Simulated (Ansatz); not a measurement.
`CC(C)[Si]O` + HCl → `O[Si]Cl` + `CCC` at 700 K and 1 bar (ligand exchange at the Si–C bond).

Calculated with Ansatz (gas phase, PBE0-D4/def2-TZVP geometries, no zero-point term in ΔE). CCSD(T)/CBS is the MP2 limit (def2-TZVPP, def2-QZVPP) plus CCSD(T) − MP2 in def2-TZVPP, frozen cores. This one scheme is used for every species. Each species was taken in one conformer, which may not be the lowest.

```csv
species,CCSD(T)/CBS energy (Eh),H − E (kJ/mol),S (J/(mol·K))
`CC(C)[Si]O`,-483.23343,365.8,478.7
HCl,-460.38127,38.4,211.8
`O[Si]Cl`,-824.69782,79.3,333.7
`CCC`,-118.98051,329.4,356.3
```

H − E and S are ideal-gas, rigid-rotor, harmonic terms from PBE0-D4/def2-TZVP, for one conformer and one mirror image of each species. 1 Eh = 2625.50 kJ/mol, R = 8.31446 J/(mol·K).

Task: By hand: ΔE, ΔH, ΔS and ΔG.

Result: ΔE = (-824.69782) + (-118.98051) − (-483.23343) − (-460.38127) = -0.06363 Eh = -167.1 kJ/mol. Δ(H − E) = 79.3 + 329.4 − 365.8 − 38.4 = 4.5, so ΔH = -162.6 kJ/mol. ΔS = 333.7 + 356.3 − 478.7 − 211.8 = -0.5 J/(mol·K). ΔG = -162.6 − 700 × (-0.5)/1000 = -162.2 kJ/mol.

Task: By hand: the equilibrium constant, and the temperature at which ΔG would vanish if ΔH and ΔS stayed fixed.

Result: log₁₀ K = −ΔG/(RT ln 10) = 12.1. ΔG = 0 at ΔH/ΔS = 325200 K, far beyond where these terms or the molecules hold.

The number of gas molecules stays the same, so ΔS is small and ΔH decides. A doubt of 5 kJ/mol in ΔE shifts log₁₀ K by 0.4 here. Other conformers and mirror images would add mixing entropy, several J/(mol·K) or more a flexible species. Modes under 60 cm⁻¹, often nearly free rotors, make the harmonic entropy too high. These are equilibria of isolated gas molecules and say nothing of rates. Largest T1 diagnostic: 0.014 (customary marks: 0.02 for closed shells, 0.045 for open ones).
